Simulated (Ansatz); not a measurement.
C$_{4}$H$_{10}$Ga (SMILES C[CH2][Ga][CH2]C), doublet, at a GFN2-xTB geometry (such geometries of metal compounds can be far from the true shape) (the spin is typed, not shown lowest); PBE/3-21G (Ansatz, a program for electronic structure).

Input for Ansatz:
Ansatz 0.2 input:
```yaml
crystal:
  periodic: [false, false, false]
  atoms:
    - {symbol: Ga, position_ang: [0.29340128, 0.50836501, 0.43322497]}
    - {symbol: C, position_ang: [1.39032336, -1.33519047, 0.94378139]}
    - {symbol: C, position_ang: [1.02252615, -2.39459966, -0.08734467]}
    - {symbol: H, position_ang: [1.11211080, -1.66803198, 1.94993458]}
    - {symbol: H, position_ang: [2.47100930, -1.15629593, 0.94192441]}
    - {symbol: H, position_ang: [1.31280384, -2.07454094, -1.08980203]}
    - {symbol: H, position_ang: [-0.05457994, -2.57102279, -0.09045035]}
    - {symbol: H, position_ang: [1.51973782, -3.34585680, 0.11933185]}
    - {symbol: C, position_ang: [-1.36430948, 0.31834187, -1.00744777]}
    - {symbol: C, position_ang: [-2.01998177, 1.66525240, -1.29034187]}
    - {symbol: H, position_ang: [-2.09823473, -0.38438905, -0.59614511]}
    - {symbol: H, position_ang: [-0.97066620, -0.11730328, -1.93293337]}
    - {symbol: H, position_ang: [-1.29452604, 2.36707791, -1.70634517]}
    - {symbol: H, position_ang: [-2.42301241, 2.09814249, -0.37271991]}
    - {symbol: H, position_ang: [-2.84143175, 1.57008050, -2.00465158]}
basis:
  gaussian:
    orbitals: 3-21G.json
hamiltonian:
  xc: pbe
magnetization: {spin_polarized: true, initial_magnetization: 1}
```
The basis file holds 3-21G in the JSON format of the Basis Set Exchange.

**Question.** Write the output that Ansatz gives for this input, abridged.

**Answer.** 
```
Functional definition: PBE
1100 factors; their error is unknown
mean field evaluation 1: about -56379.0828 eV, gradient 5.4e1 eV
mean field evaluation 2: about -56329.0435 eV, gradient 9.3e1 eV
mean field evaluation 4: about -56392.8716 eV, gradient 1.2e1 eV
mean field evaluation 8: about -56393.8408 eV, gradient 2.6e-1 eV
mean field evaluation 16: about -56393.6817 eV, gradient 2.5e-4 eV
a density is far from that of the atoms, so the factors are made again for it
979 factors; integrals over basis functions are off by at most 9.2e-5 eV
mean field -56393.67970171 eV, -2072.4295040288 hartree, gradient 2.1e-5 eV, S^2 0.751141; 0 other end points of the search recorded, 0 dependent functions left out
reference -56393.67974177 eV, -2072.4295055009 hartree; 33, 32 occupied and 46, 47 virtual orbitals, 979 factors
Total energy: -56393.67974177 eV, -2072.4295055009 hartree
```
